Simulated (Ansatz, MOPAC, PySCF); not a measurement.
Molecule: prop-2-enylsilane, C$_{3}$H$_{8}$Si, charge 0, multiplicity 1. SMILES: C=CC[SiH3]
Geometry: optimised at B3LYP-D3(BJ)/def2-TZVP (Ansatz, a first-principles code).

Unscaled harmonic wavenumbers (cm⁻¹) in rising order, each level at the stationary point that it reaches from this structure (no distance between atoms moves by over 0.3 Å); the order of modes can differ between levels, and a negative number is imaginary. B3LYP-D3(BJ)/def2-TZVP (PySCF, at the structure above): 85, 145, 227, 410, 527, 595, 597, 776, 852, 935, 936, 948, 958, 961, 1027, 1066, 1192, 1222, 1335, 1441, 1467, 1699, 2215, 2223, 2232, 3023, 3069, 3128, 3135, 3218.

AM1 (MOPAC): 66, 76, 227, 424, 506, 544, 573, 713, 800, 819, 828, 842, 952, 991, 1050, 1085, 1249, 1261, 1318, 1396, 1436, 1860, 2241, 2242, 2247, 3022, 3098, 3142, 3179, 3216. Zero-point energy 59.2 against 59.5 kcal/mol; where all levels lie over 400 cm⁻¹, the wavenumbers are on average 0.985 times those of B3LYP-D3(BJ)/def2-TZVP.

PM3 (MOPAC): 72, 85, 231, 427, 525, 556, 566, 701, 827, 829, 877, 885, 927, 949, 995, 1030, 1165, 1171, 1261, 1337, 1412, 1853, 1915, 1916, 1937, 3001, 3032, 3077, 3138, 3149. Zero-point energy 57.0 against 59.5 kcal/mol; where all levels lie over 400 cm⁻¹, the wavenumbers are on average 0.957 times those of B3LYP-D3(BJ)/def2-TZVP.

HF/6-31G* (Ansatz): 92, 147, 242, 434, 566, 632, 648, 836, 926, 1006, 1032, 1041, 1043, 1062, 1131, 1160, 1330, 1340, 1448, 1579, 1607, 1867, 2361, 2367, 2378, 3191, 3236, 3319, 3332, 3406. Zero-point energy 64.0 against 59.5 kcal/mol; where all levels lie over 400 cm⁻¹, the wavenumbers are on average 1.081 times those of B3LYP-D3(BJ)/def2-TZVP.
